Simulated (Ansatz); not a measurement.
C₂H₉AlS, SMILES `C[S+](C)[AlH3-]`. The species carries charge 0 and has multiplicity 1. The structure was optimised at the PBE0-D4/def2-TZVP level.

```xyz
13

C    -0.810    1.406    0.436
S    -0.040    0.440   -0.866
C     1.636    0.303   -0.236
Al   -0.887   -1.780   -0.308
H    -0.695    0.898    1.394
H    -0.369    2.403    0.467
H    -1.869    1.483    0.190
H     1.624   -0.147    0.757
H     2.180   -0.346   -0.922
H     2.104    1.287   -0.214
H     0.006   -2.654   -1.306
H    -0.444   -1.742    1.237
H    -2.436   -1.552   -0.631
```

**Question.** What is the dipole moment at ωB97M-V/def2-TZVPP? (Estimate.)

**Answer.** Ansatz gave: 4.75 D, with components (2.10, 4.20, 0.73) D in this frame, pointing from negative to positive charge.

**Question.** And with PBE, r2SCAN, B3LYP? (Best estimate.)

**Answer.** The calculation gave: PBE 4.70 D, r2SCAN 4.83 D, B3LYP 4.75 D.

**Question.** Give the Mulliken charges with ωB97M-V, B3LYP, r2SCAN in def2-TZVPP. (Estimate.)

**Answer.** Ansatz gave: 
| atom | ωB97M-V | B3LYP | r2SCAN |
| --- | --- | --- | --- |
| C1 | -0.36 | -0.28 | -0.17 |
| S2 | 0.08 | 0.04 | 0.04 |
| C3 | -0.36 | -0.28 | -0.17 |
| Al4 | 0.20 | 0.30 | 0.32 |
| H5 | 0.16 | 0.14 | 0.11 |
| H6 | 0.15 | 0.13 | 0.09 |
| H7 | 0.16 | 0.14 | 0.11 |
| H8 | 0.16 | 0.14 | 0.11 |
| H9 | 0.16 | 0.14 | 0.11 |
| H10 | 0.15 | 0.13 | 0.09 |
| H11 | -0.15 | -0.19 | -0.20 |
| H12 | -0.18 | -0.21 | -0.22 |
| H13 | -0.15 | -0.19 | -0.20 |

B3LYP here is the variant with VWN-RPA as its local correlation; programs differ in this.
